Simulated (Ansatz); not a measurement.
Cost and result up the ladder for (BeO)4 ring (Be₄O₄) (8 atoms). The state is a singlet with charge 0. Geometry: B3LYP-D4/def2-SVP.

```xyz
8

Be    0.5446   -1.5633    0.4489
Be   -0.3211   -0.5676   -1.5864
Be   -0.5446    1.5633   -0.4489
Be    0.3211    0.5676    1.5864
O     0.1841   -1.7564   -0.9376
O    -0.7134    0.8207   -1.6775
O    -0.1844    1.7563    0.9376
O     0.7137   -0.8206    1.6775
```

Ansatz on 2 threads of AMD EPYC 7R43 on a shared host. Times are rough, and most runs start from the orbitals of an earlier one. ωB97M-V/def2-TZVP serves as the yardstick here, not as an exact answer. Differences are given only for rows in sets of like size (and for xTB, whose basis is part of the method), since another set adds its own error. Binding counts from free atoms at the same level (Be singlet, O triplet; other spins of the atoms weren't run), without zero-point energy or a counterpoise term.

Correlated methods freeze 4 core orbitals. The rows differ in basis, and correlated rows in double-zeta sets carry the largest basis error.

Correlated methods converge slowly with the basis, most of all in double-zeta sets.

```csv
level,functions,wall time,binding energy per atom (eV),difference from ωB97M-V/def2-TZVP (eV)
PBE-D4/def2-SVP,92,1.9 s,5.16,–
PBE0-D4/def2-SVP,92,2.4 s,4.94,–
BLYP-D4/def2-TZVP,200,4 s,5.09,0.11
PBE-D4/def2-TZVP (with forces),200,4.2 s,5.14,0.17
MP2/def2-TZVP,200,4.2 s,5.07,0.10
PBE0-D4/def2-TZVP,200,4.5 s,4.96,-0.02
r2SCAN0-D4/def2-TZVP,200,7.5 s,4.92,-0.05
r2SCAN-D4/def2-TZVP,200,8.5 s,5.09,0.12
CCSD(T)/def2-SVP,92,13 s,4.37,–
ωB97M-V/def2-TZVP,200,14 s,4.98,0.00
```
